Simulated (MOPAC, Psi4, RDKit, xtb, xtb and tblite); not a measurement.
Two geometries of SMILES [SiH2](COC)C=O (C₃H₈O₂Si), relaxed at GFN2-xTB with one dihedral held; other torsions can differ between them too.

Structure A

```
14

C      1.6184    -1.9466    -1.0425
O      0.8824    -0.7565    -0.9694
C      0.8000    -0.1709     0.3156
Si     2.3706    -0.1871     1.4262
C      3.8462     0.4626     0.3829
O      4.8756    -0.1401     0.2125
H      2.6808    -1.7825    -0.8219
H      1.5183    -2.3030    -2.0666
H      1.2255    -2.7066    -0.3557
H     -0.0069    -0.6642     0.8823
H      0.4738     0.8563     0.1354
H      2.1264     0.7802     2.4989
H      2.6863    -1.5154     1.9482
H      3.7214     1.4589    -0.0972
```

Structure B

```
14

C     -1.5222    -2.0360    -1.0679
O     -0.8708    -0.8005    -0.9698
C     -0.8674    -0.1560     0.2948
Si    -1.7304    -0.9636     1.8070
C     -3.5745    -1.2813     1.3649
O     -4.1547    -2.3178     1.5673
H     -2.5939    -1.9562    -0.8436
H     -1.4027    -2.3527    -2.1035
H     -1.0755    -2.7910    -0.4103
H      0.1835     0.0130     0.5632
H     -1.3057     0.8407     0.1422
H     -1.7154     0.0585     2.8568
H     -1.1165    -2.2170     2.2391
H     -4.1321    -0.4374     0.8970
```

### Question
Which is lower in energy at the level B3LYP-D3(BJ)/def2-TZVP // GFN2-xTB (Psi4), and by how much?

### Answer
A is lower, by 10.52 kJ/mol (dihedral C1–O2–C3–Si4: 40° in A, 0° in B).

E(B) − E(A) in kJ/mol at the other levels, on the same two geometries: GFN2-xTB (xtb and tblite) 9.22; MMFF94 // GFN2-xTB (RDKit) 16.45; B3LYP/def2-TZVP // GFN2-xTB (Psi4) 11.40; PBE/def2-TZVP // GFN2-xTB (Psi4) 10.56; PBE-D3(BJ)/def2-TZVP // GFN2-xTB (Psi4) 10.05; UFF // GFN2-xTB (RDKit) 22.75; AM1, restricted, heats of formation // GFN2-xTB (MOPAC) 8.98; PM6, restricted, heats of formation // GFN2-xTB (MOPAC) 2.80; GFN1-xTB // GFN2-xTB (xtb) 5.23.
